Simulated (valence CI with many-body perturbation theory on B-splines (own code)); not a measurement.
**Questions on Ga VIII**

Calculated by relativistic CI+MBPT: six valence electrons over a frozen Dirac-Fock core [Ar], a basis of 7 s, 7 p, 8 d, 6 f, 4 g, 1 h functions for each j, with the one-electron correlation potential Σ1 (screened to all orders), the two-electron term Σ2, the three-electron term Σ3, Breit, model QED; selected single and double excitations, second order for the rest, scaled by the run's own slope (own B-spline code, finite nucleus).

No measured spectrum was set against this ion. As an estimate, terms of the open shell hold to 2 to 4 % of their energy, and close levels can change places; different configurations can be misplaced against each other by 1,000 to 8,000 cm⁻¹. Among the levels kept, up to 440 cm⁻¹ of a level comes from second order outside the variational space, and about a tenth of that is noise between levels of different J, which matters for small intervals. Only levels of the ground parity were solved; by the run's estimate the other parity begins above the list, which can be wrong where configurations are misplaced.

Rates and lifetimes use the calculated energies. Strong lines usually hold to 10 to 20 %, long lifetimes can be off by a factor of two.

What is the ground level?

3d6 5D_4, composition 99 % 3d6 5D, g = 1.498.

Name the longest-lived excited levels whose lifetime is computed, and their main decay.

3d6 3H_6 at 4.393 eV lives 27200 s, mostly by E2 to 3d6 5D_4.

How well does LS coupling describe the low levels?

Among the lowest 20 levels the leading LS term, summed over configurations, holds 94 % on average. For single configurations the figures are 93 % in LS and 55 % in jj coupling. Terms mix most in the J = 4 level at 4.530 eV, where the leading one holds 74 %.

What is the ionisation energy?

168.39 eV; NIST lists 169.9 ± 1.7 eV (theoretical).

How is the term 5D of the ground level split?

J = 4 at 0.000, J = 3 at 0.244, J = 2 at 0.401, J = 1 at 0.500, J = 0 at 0.548 eV.
